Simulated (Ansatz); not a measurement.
B3H6N3, SMILES N1BNBNB1 (connectivity only; charge and spin as stated), charge +1, multiplicity 2. Atoms are numbered in the order given.

```xyz
12

B     -0.0648     0.7085     1.3307
N     -0.0175    -0.6844     1.2447
B     -0.0472    -1.4316     0.0000
N     -0.0175    -0.6844    -1.2447
B     -0.0648     0.7085    -1.3307
N      0.0478     1.3904     0.0000
H     -0.1518     1.3602     2.3288
H     -0.0322    -1.2188     2.1112
H     -0.1623    -2.6231     0.0000
H     -0.0322    -1.2188    -2.1112
H     -0.1518     1.3602    -2.3288
H      0.2847     2.3893     0.0000
```
Charge +1, spin multiplicity 2.

Geometry: PBE0-D3(BJ)/def2-SVP. The multiplicity is an assumed one; no other spin state was optimised.

Two levels are set side by side: PBE-D3(BJ)/def2-SVP (Ansatz, a first-principles code) and PBE0-D3(BJ)/def2-SVP (Ansatz). Each level has its own optimised geometry; the coordinates shown are those of the second. Differences are taken from unrounded values.

| quantity | PBE0-D3(BJ) |
|---|---|
| mean bond length (Å) | 1.279 |
| bond B1–N2 (Å) | 1.396 |
| bond B1–N6 (Å) | 1.500 |
| bond N2–B3 (Å) | 1.452 |
| bond B3–N4 (Å) | 1.452 |
| bond N4–B5 (Å) | 1.396 |
| bond B5–N6 (Å) | 1.500 |
| bond B1–H7 (Å) | 1.195 |
| bond N2–H8 (Å) | 1.018 |
| bond B3–H9 (Å) | 1.197 |
| bond N4–H10 (Å) | 1.018 |
| bond B5–H11 (Å) | 1.195 |
| bond N6–H12 (Å) | 1.027 |

**Question.** What does PBE-D3(BJ) give, and how far is it from PBE0-D3(BJ)? (An estimate is asked for; the answer gives what the named calculation found.)

**Answer.** 
```csv
quantity,PBE-D3(BJ),PBE-D3(BJ) minus PBE0-D3(BJ)
mean bond length (Å),1.284,0.005
bond B1–N2 (Å),1.430,0.033
bond B1–N6 (Å),1.468,-0.032
bond N2–B3 (Å),1.445,-0.007
bond B3–N4 (Å),1.445,-0.007
bond N4–B5 (Å),1.430,0.033
bond B5–N6 (Å),1.468,-0.032
bond B1–H7 (Å),1.206,0.011
bond N2–H8 (Å),1.027,0.009
bond B3–H9 (Å),1.224,0.027
bond N4–H10 (Å),1.027,0.009
bond B5–H11 (Å),1.206,0.011
bond N6–H12 (Å),1.033,0.006
```

GGA bonds tend to be longer and softer than those of functionals with exact exchange. Differences between two approximate levels are no errors against the true value.
